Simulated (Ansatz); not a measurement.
`[AlH2][NH][SiH2][GeH3]` → `[AlH2][NH][SiH3]` + `[GeH2]` at 600 K and 1 bar (germylene loss).

Gas-phase electronic energies from Ansatz, PBE0-D4/def2-TZVP geometries. CCSD(T)/CBS adds triple-zeta CCSD(T) − MP2 to the extrapolated MP2 energy (def2 sets, frozen cores). For Ge outer-core shells are correlated without core-valence functions, which leaves a few kJ/mol of doubt a bond. Scalar relativity is left out up to krypton. One conformer a species, not always the lowest.

| species | CCSD(T)/CBS energy (Eh) | H − E (kJ/mol) | S (J/(mol·K)) |
| --- | --- | --- | --- |
| `[AlH2][NH][SiH2][GeH3]` | -2666.76326 | 261.2 | 506.3 |
| `[AlH2][NH][SiH3]` | -589.44550 | 197.8 | 395.5 |
| `[GeH2]` | -2077.24753 | 50.4 | 247.2 |

H − E and S are ideal-gas, rigid-rotor, harmonic terms from PBE0-D4/def2-TZVP, for one conformer and one mirror image of each species. 1 Eh = 2625.50 kJ/mol, R = 8.31446 J/(mol·K).

Question: By hand: ΔE, ΔH, ΔS and ΔG.

Answer: ΔE = (-589.44550) + (-2077.24753) − (-2666.76326) = 0.07023 Eh = 184.4 kJ/mol. Δ(H − E) = 197.8 + 50.4 − 261.2 = -13.0, so ΔH = 171.4 kJ/mol. ΔS = 395.5 + 247.2 − 506.3 = 136.4 J/(mol·K). ΔG = 171.4 − 600 × (136.4)/1000 = 89.6 kJ/mol.

Question: By hand: the equilibrium constant, and the temperature at which ΔG would vanish if ΔH and ΔS stayed fixed.

Answer: log₁₀ K = −ΔG/(RT ln 10) = -7.8. ΔG = 0 at ΔH/ΔS = 1257 K.

The number of gas molecules changes by +1, which sets the sign of ΔS. A doubt of 5 kJ/mol in ΔE shifts log₁₀ K by 0.4 here. Other conformers and mirror images would add mixing entropy, several J/(mol·K) or more a flexible species. Modes under 60 cm⁻¹, often nearly free rotors, make the harmonic entropy too high. These are equilibria of isolated gas molecules and say nothing of rates. Largest T1 diagnostic: 0.012 (customary marks: 0.02 for closed shells, 0.045 for open ones).
